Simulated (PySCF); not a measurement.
Method: M06-2X/def2-TZVP (PySCF 2.14.0). Isolated molecules, 0 K electronic values unless said otherwise. Excitations are Tamm–Dancoff values on a coarser integration grid. The basis has no diffuse functions, so Rydberg states are missing or too high.

Reference species (SMILES): `BS(C)=O` (neutral, multiplicity 1).

The T1 excitation (TDA) is 3.47 eV, the HOMO–LUMO gap is 7.80 eV and the S1–T1 gap (TDA) is 1.59 eV.

After one change: the T1 excitation (TDA) rises by 1.27 eV; the HOMO–LUMO gap rises by 1.32 eV; the S1–T1 gap (TDA) falls by 1.25 eV.

Q: Which change was made? The new species is one of these.
A. `BCC`
B. `BC(F)(F)F`
C. `BN(C)C`
D. `BCl`

A: D, `BCl`
